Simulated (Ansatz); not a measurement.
Computed with Ansatz on PBE0-D4/def2-TZVP structures; ΔE is electronic, products minus reactants. CBS: MP2 limit from def2 TZ/QZ plus the TZ coupled-cluster correction, frozen cores. This one scheme is used for every species. Functionals use def2-TZVPP. HSE06 is defined as in plane-wave codes. def2 core potentials past Kr. For Te outer-core shells are correlated without core-valence functions, which leaves a few kJ/mol of doubt a bond.

Reaction (hydrogenolysis of a Te–C bond): `[TeH]C1=NC1` + H₂ → H₂Te + `C1=NC1`

```
             level  ΔE (kcal/mol)  difference from CCSD(T)/CBS
      CAM-B3LYP-D4           -8.9                         -2.2
          PBE-QIDH           -7.6                         -0.9
            revPBE           -6.0                          0.7
           r2SCANh           -6.7                          0.0
             HSE06           -8.1                         -1.4
         CAM-B3LYP          -10.3                         -3.6
RPA@PBE/def2-TZVPP           -7.5                         -0.8
       HF/def2-SVP          -18.1                        -11.4
      MP2/def2-SVP           -9.0                         -2.3
     MP2/CBS(def2)           -3.4                          3.3
       CCSD(T)/CBS           -6.7                            0
```

Largest T1 diagnostic among the species: 0.012.

From r2SCAN to r2SCAN0 (25 % exact exchange), in def2-TZVPP and without D4, ΔE moves by −2.2 kcal/mol. Leaving LDA and LC-ωPBE aside and taking each functional with its dispersion term where it has one, the values, not all of them listed here, spread over 5.8 kcal/mol, from CAM-B3LYP-D4 to revPBE-D4.
